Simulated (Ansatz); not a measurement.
Cost and result up the ladder for `CCC(CC(CC(C)OC(C)=O)OC(C)=O)OC(C)=O` (44 atoms). The state is a singlet with charge 0. Geometry: PBE-D4/def2-SVP.

Cartesian coordinates in Å:
```
C 1.623 -3.740 -1.038
C 0.262 -3.071 -1.221
C 0.272 -1.582 -0.883
C -1.083 -0.898 -1.082
C -1.110 0.529 -0.529
C -1.303 0.610 0.997
C -0.015 1.009 1.734
C 0.285 2.496 1.659
O -0.131 0.671 3.147
C 0.068 -0.629 3.470
C 0.010 -0.823 4.968
O 0.278 -1.514 2.656
O -2.185 1.252 -1.191
C -1.838 2.376 -1.873
C -3.043 2.974 -2.559
O -0.705 2.821 -1.939
O 1.198 -0.924 -1.800
C 2.180 -0.132 -1.301
C 2.881 0.606 -2.414
O 2.423 0.004 -0.115
H 1.980 -3.638 0.008
H 2.383 -3.278 -1.700
H 1.578 -4.821 -1.280
H -0.492 -3.553 -0.563
H -0.100 -3.200 -2.265
H 0.641 -1.442 0.155
H -1.881 -1.506 -0.606
H -1.295 -0.869 -2.171
H -0.175 1.046 -0.821
H -2.104 1.344 1.221
H -1.646 -0.372 1.378
H 0.838 0.431 1.325
H 0.349 2.819 0.600
H 1.250 2.729 2.150
H -0.515 3.084 2.153
H -0.854 -0.284 5.400
H -0.044 -1.901 5.201
H 0.924 -0.397 5.428
H -2.862 4.046 -2.756
H -3.960 2.829 -1.959
H -3.194 2.461 -3.531
H 2.902 0.013 -3.347
H 2.309 1.537 -2.616
H 3.901 0.885 -2.093
```

Ansatz on 2 threads of AMD EPYC 7R13 on a shared host and a share (18 GiB) of an NVIDIA H100 80GB HBM3. Times are rough, and most runs start from the orbitals of an earlier one. ωB97M-V/def2-TZVP serves as the yardstick here, not as an exact answer. Differences are given only for rows in sets of like size (and for xTB, whose basis is part of the method), since another set adds its own error. Binding counts from free atoms at the same level (C triplet, O triplet, H doublet; other spins of the atoms weren't run), without zero-point energy or a counterpoise term.

B3LYP takes the VWN-RPA correlation. Correlated methods freeze 20 core orbitals. The rows differ in basis, and correlated rows in double-zeta sets carry the largest basis error. Single mean-field runs in def2-TZVP are fitted with def2-universal-jkfit.

Correlated methods converge slowly with the basis, most of all in double-zeta sets.

```json
{"level": "HF/STO-3G", "functions": "124", "wall time": "2.6 s"}
{"level": "HF/6-31G", "functions": "228", "wall time": "3 s"}
{"level": "MP2/def2-SVP", "functions": "400", "wall time": "3.9 s"}
{"level": "HF/def2-TZVP", "functions": "764", "wall time": "4.2 s"}
{"level": "PBE0-D4/def2-SVP", "functions": "400", "wall time": "4.2 s"}
{"level": "B3LYP-D4/6-31G", "functions": "228", "wall time": "4.9 s"}
{"level": "PBE-D4/def2-SVP", "functions": "400", "wall time": "5 s"}
{"level": "r2SCAN-D4/def2-TZVP", "functions": "764", "wall time": "5.5 s"}
{"level": "PBE0-D4/def2-TZVP (with forces)", "functions": "764", "wall time": "9 s"}
{"level": "PBE-D4/def2-TZVP (with forces)", "functions": "764", "wall time": "9 s"}
{"level": "ωB97M-V/def2-TZVP", "functions": "764", "wall time": "9.5 s"}
```

(1) Estimate what each level gives for the binding energy per atom (eV).

## Answers

(1) 
```json
{"level": "HF/STO-3G", "binding energy per atom (eV)": "3.69", "difference from ωB97M-V/def2-TZVP (eV)": "–"}
{"level": "HF/6-31G", "binding energy per atom (eV)": "2.95", "difference from ωB97M-V/def2-TZVP (eV)": "–"}
{"level": "MP2/def2-SVP", "binding energy per atom (eV)": "4.34", "difference from ωB97M-V/def2-TZVP (eV)": "–"}
{"level": "HF/def2-TZVP", "binding energy per atom (eV)": "3.19", "difference from ωB97M-V/def2-TZVP (eV)": "-1.26"}
{"level": "PBE0-D4/def2-SVP", "binding energy per atom (eV)": "4.53", "difference from ωB97M-V/def2-TZVP (eV)": "–"}
{"level": "B3LYP-D4/6-31G", "binding energy per atom (eV)": "4.29", "difference from ωB97M-V/def2-TZVP (eV)": "–"}
{"level": "PBE-D4/def2-SVP", "binding energy per atom (eV)": "4.64", "difference from ωB97M-V/def2-TZVP (eV)": "–"}
{"level": "r2SCAN-D4/def2-TZVP", "binding energy per atom (eV)": "4.45", "difference from ωB97M-V/def2-TZVP (eV)": "0.01"}
{"level": "PBE0-D4/def2-TZVP (with forces)", "binding energy per atom (eV)": "4.47", "difference from ωB97M-V/def2-TZVP (eV)": "0.02"}
{"level": "PBE-D4/def2-TZVP (with forces)", "binding energy per atom (eV)": "4.57", "difference from ωB97M-V/def2-TZVP (eV)": "0.13"}
{"level": "ωB97M-V/def2-TZVP", "binding energy per atom (eV)": "4.44", "difference from ωB97M-V/def2-TZVP (eV)": "0.00"}
```
